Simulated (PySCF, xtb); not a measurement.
C₅H₈O₃, SMILES C=CC(=O)OCCO.

GFN2-xTB (xtb) at its own geometry gives an orbital gap of 3.79 eV and a dipole moment of 3.56 D.

Coordinates come from a PBE0-D3(BJ)/def2-SVP optimisation. The values are those of a single conformer.

Problem. What does PBE/def2-TZVP in PySCF give? (An estimate is asked for; the answer gives what the named calculation found.)

Solution. gap 4.01 eV (levels -6.43 and -2.42 eV), dipole 2.93 D.
